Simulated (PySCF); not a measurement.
Frontier orbitals and the lowest excitations

Species: C6H11N.
Atom-mapped SMILES: `[CH3:1][N:2]=[C:3]1[CH2:4][CH:5]([CH3:6])[CH2:7]1` (hydrogens: H8, H9, H10 on C1; H11, H12 on C4; H13 on C5; H14, H15, H16 on C6; H17, H18 on C7)

Cartesian coordinates in Å at the GFN2-xTB level; atoms count from 1:
```
atom  x, y, z in Å
C1     2.9037   -0.5101    0.3079
N2     1.8145   -0.8092   -0.5759
C3     0.6914   -0.2809   -0.4271
C4    -0.5686   -0.4437   -1.2246
C5    -1.2435    0.6063   -0.3148
C6    -2.4685    0.1234    0.4397
C7     0.0503    0.7132    0.5218
H8     3.2451   -1.4478    0.7484
H9     3.7215   -0.1049   -0.2897
H10    2.6525    0.1968    1.1075
H11   -0.4762   -0.1793   -2.2764
H12   -0.9988   -1.4420   -1.1574
H13   -1.4774    1.5324   -0.8432
H14   -2.2484   -0.7994    0.9733
H15   -3.2889   -0.0644   -0.2502
H16   -2.7900    0.8719    1.1617
H17    0.5188    1.6965    0.5434
H18   -0.0465    0.3476    1.5439
```

Computed, not measured: TDDFT B3LYP/def2-SVPD, vertical, gas phase, core orbitals frozen in the response (PySCF).

Frontier orbitals with the atoms that hold most of them (Löwdin shares over 4%, at most four atoms; ? is withheld):

| orbital | ε (eV) | atoms |
| --- | --- | --- |
| HOMO-3 | -9.00 | C5 23%, C4 20%, C6 14%, C3 11% |
| HOMO-2 | -8.75 | C5 24%, C7 22%, C4 19%, C6 8% |
| HOMO-1 | -7.64 | N2 36%, C3 22%, C1 10%, C4 6% |
| HOMO | -6.50 | ? |
| LUMO | -0.17 | ? |
| LUMO+1 | 0.42 | C6 14%, C7 12%, C1 8%, H18 7% |
| LUMO+2 | 0.86 | C1 23%, C6 10%, H10 8%, H8 8% |

**Question.** Which atoms hold the LUMO, and with what shares?

**Answer.** C3 (bonded to 2 C and N) 28%; N2 (bonded to 2 C) 27%; C7 (bonded to 2 C and 2 H) 8%; C4 (bonded to 2 C and 2 H) 8%. By element: carbon 45% or more, nitrogen 27%.

**Question.** Which atoms hold the HOMO, and with what shares?

**Answer.** N2 (bonded to 2 C) 55%; C3 (bonded to 2 C and N) 11%; C1 (bonded to N and 3 H) 10%; C7 (bonded to 2 C and 2 H) 9%. By element: nitrogen 55%, carbon 30% or more.

**Question.** How does S1 compare with the orbital gap of 6.33 eV?

**Answer.** S1 is at 4.88 eV (f = 0.0025), 1.45 eV below the gap, made of HOMO→LUMO (98%). 

**Question.** Give energy, strength and leading configuration of S1, S2 and S8, and follow the Löwdin shares of the leading atoms from the occupied to the empty orbital.

**Answer.** 
- S1 (4.88 eV, f 0.0025), HOMO→LUMO (98%): N2 55% → 27%, C3 11% → 28%
- S2 (6.11 eV, f 0.0095), HOMO→LUMO+1 (93%): N2 55% → at most 8%, C3 11% → at most 8%, C6 at most 10% → 14%, C7 9% → 12%
- S8 (7.44 eV, f 0.0018), HOMO-2→LUMO (92%): C5 24% → at most 9%, C7 22% → 8%, C3 at most 8% → 28%, N2 at most 8% → 27%
